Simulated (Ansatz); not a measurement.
ClFH₃NOSi (`N[Si](O)(F)Cl`), 8 atoms. Total charge 0; spin multiplicity 1. All runs use 4 threads of an AMD EPYC 7R43 on a shared host. Correlated methods freeze the cores.

Question: Give the basis size and wall time and peak host memory of each of these runs in Ansatz. RKS r2SCAN-D4/def2-TZVPP energy and forces; direct RPA on PBE orbitals/def2-TZVPP energy; RHF-MP2/def2-QZVPP energy; RKS PBE0-D4/def2-TZVP relaxation (10 steps); RKS ωB97M-V/def2-TZVPP energy and forces; RKS B3LYP-D4/def2-TZVPP energy and forces; RKS PBE0-D4/def2-TZVP frequencies; RKS ωB97M-V/def2-SVP energy; RKS PBE0-D4/def2-SVP energy; RKS ωB97M-V/def2-QZVPP energy; RKS PBE0-D4/def2-QZVPP energy; RKS SPW92 (LDA)/def2-TZVPP energy. (Best estimate.)

Answer: Computed: Other jobs shared the machine, so times are rough.

```csv
level,job,functions,wall time,peak host memory (GiB)
RKS PBE0-D4/def2-SVP,energy,93,1.1 s,0.43
RKS SPW92 (LDA)/def2-TZVPP,energy,219,1.6 s,0.28
RKS ωB97M-V/def2-SVP,energy,93,3.1 s,0.43
RKS r2SCAN-D4/def2-TZVPP,energy and forces,219,5.5 s,0.31
direct RPA on PBE orbitals/def2-TZVPP,energy,219,5.5 s,0.48
RKS PBE0-D4/def2-QZVPP,energy,401,6.5 s,1.4
RKS B3LYP-D4/def2-TZVPP,energy and forces,219,7.5 s,0.6
RKS ωB97M-V/def2-TZVPP,energy and forces,219,11 s,0.74
RKS ωB97M-V/def2-QZVPP,energy,401,15 s,1.6
RHF-MP2/def2-QZVPP,energy,401,19 s,1.9
RKS PBE0-D4/def2-TZVP,relaxation (10 steps),185,59 s,0.47
RKS PBE0-D4/def2-TZVP,frequencies,185,2 min,0.5
```

B3LYP here is the variant with VWN-RPA as its local correlation; programs differ in this.
